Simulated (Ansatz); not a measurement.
## Calibrating B2PLYP/def2-TZVPP on S-containing molecules

The atomisation enthalpy at 298 K in kJ/mol of 7 S-containing molecules: x at B2PLYP/def2-TZVPP, y from tabulated heats of molecules and atoms (CRC Handbook of Chemistry and Physics, NIST-JANAF tables). Shapes, held fixed at every level: PBE0-D4/def2-TZVP. Flexible molecules stand in one conformer, not always the lowest. Computed values hold a harmonic thermal term (PBE0-D4/def2-TZVP) and the atoms' spin-orbit lowering. Programs: Ansatz 0.2.0.

| molecule | x (kJ/mol) | y (kJ/mol) |
| --- | --- | --- |
| H2S (hydrogen sulfide) | 720 | 733 |
| H2S2 (SMILES SS) | 949 | 974 |
| S2F2 (Difluorodisulfane) | 997 | 1049 |
| SOF2 (thionyl fluoride) | 1240 | 1229 |
| SClO2F (sulfuryl chloride fluoride) | 1477 | 1533 |
| CHNS (isothiocyanic acid) | 1557 | ? |
| SF6 (sulfur hexafluoride) | 1898 | 1974 |

Question: Fit y = c + s·x to the known rows and predict y for CHNS.

Answer: 
1. Means of the 6 rows: x = 1213.50, y = 1248.7.
2. Σ(Δx)² = 899050, Σ(Δx·Δy) = 941250, so the slope is 941250/899050 = 1.0469.
3. Intercept: 1248.7 − (1.0469) × 1213.50 = -21.7. The largest residual of the fit is 47.
4. CHNS: -21.7 + 1.0469 × 1557 = 1608 kJ/mol.

The tabulated heats give 1557 kJ/mol, so the prediction is off by +51 kJ/mol, about the largest residual. Uncorrected, B2PLYP/def2-TZVPP misses CHNS by 0 kJ/mol, and the other rows by 39 on average. With references in doubt, neither the misses nor the line can be laid on the level alone. Left out in turn, the other rows are missed by 23 kJ/mol on average. The tabulated values of S2F2, SOF2, SClO2F are in doubt (older tables, estimates, or at odds with other calculations) and kept here.
